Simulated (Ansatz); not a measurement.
This geometry of Cl2HInO + H4Si (10 atoms, charge 0, multiplicity 1) is a first-order saddle point.

Level of theory: RKS B3LYP-D4/def2-SVP in Ansatz.

```xyz
10
Properties=species:S:1:pos:R:3
In 0.152 0.187 -0.059
O -0.007 -0.231 2.017
H -0.864 -0.535 2.365
Cl 2.144 -0.499 -1.087
Cl -1.914 0.217 -1.183
Si 0.541 2.766 1.273
H 1.828 3.127 1.931
H 0.671 3.112 -0.184
H -0.593 3.576 1.804
H 0.159 1.122 1.859
```

**Question.** Which two structures does it join? (They come from a converged band through this point; their orientation in space is the band's.)

**Answer.** Bonds broken: Si6–H10. Bonds formed: In1–Si6, O2–H10. Cl2HInO + H4Si becomes Cl2H5InOSi.

First end point:

```xyz
10
Properties=species:S:1:pos:R:3
In -0.028 -0.263 0.398
O -0.218 -1.317 2.081
H -1.152 -1.450 2.303
Cl 2.122 0.089 -0.485
Cl -1.890 0.303 -0.931
Si 0.679 3.125 1.057
H 2.073 3.143 1.566
H 0.619 3.234 -0.421
H -0.153 4.173 1.707
H 0.066 1.804 1.461
```

Last end point:

```xyz
10
Properties=species:S:1:pos:R:3
In 0.305 0.731 0.044
O -0.127 -0.453 2.055
H -1.018 -0.775 1.811
Cl 1.928 -0.727 -0.896
Cl -1.925 -0.069 -0.445
Si 0.730 3.179 0.713
H 1.790 3.231 1.762
H 1.175 3.957 -0.478
H -0.522 3.775 1.261
H -0.219 -0.007 2.910
```

**Question.** How far does it lie above each of them?

**Answer.** 107.2 kJ/mol above the first and 199.1 kJ/mol above the second. This is the barrier of this one path; another mechanism may lie lower. The orbitals stay closed-shell, which can raise the energy where a bond breaks towards radicals; this wasn't checked here.

The run took 2.2 min on 4 threads of AMD EPYC 9R45 96-Core Processor (Zen 5), on a shared host, peak memory 0.36 GiB.
